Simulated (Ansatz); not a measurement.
`CC1=[N+](C)[AlH2-][N]1C` and `C/N=C(\C)O` differ in one atom or group.

Ansatz, PBE0-D4/def2-TZVP geometries, multiplicity 1. Each molecule was computed in one conformer, which needn't be the lowest.

| property | `CC1=[N+](C)[AlH2-][N]1C` |
| --- | --- |
| HOMO–LUMO gap (PBE/def2-TZVPP) / eV | 4.24 |
| size of the dipole moment (B3LYP/def2-TZVPP) / D | 4.52 |
| HOMO–LUMO gap (B3LYP/def2-TZVPP) / eV | 5.94 |
| LUMO energy (PBE/def2-TZVPP) / eV | -0.95 |
| size of the dipole moment (ωB97M-V/def2-TZVPP) / D | 4.66 |
| HOMO energy (PBE/def2-TZVPP) / eV | -5.18 |

(1) What does the change do to each property? (Best estimate.)

## Answers

(1) The calculation gave: 
```
                                          property  `C/N=C(\C)O`  shift
               HOMO–LUMO gap (PBE/def2-TZVPP) / eV          5.48   1.24
  size of the dipole moment (B3LYP/def2-TZVPP) / D          1.34  -3.18
             HOMO–LUMO gap (B3LYP/def2-TZVPP) / eV          7.52   1.58
                 LUMO energy (PBE/def2-TZVPP) / eV         -0.37   0.58
size of the dipole moment (ωB97M-V/def2-TZVPP) / D          1.37  -3.29
                 HOMO energy (PBE/def2-TZVPP) / eV         -5.86  -0.68
```

With PBE0 the HOMO falls by 0.93 eV and the LUMO rises by 0.69 eV, so the gap widens by about 1.62 eV. PBE moves the HOMO by -0.68 eV and ωB97M-V by -1.01 eV. Dipoles are sizes alone; their direction can turn.

B3LYP here is the variant with VWN-RPA as its local correlation; programs differ in this.
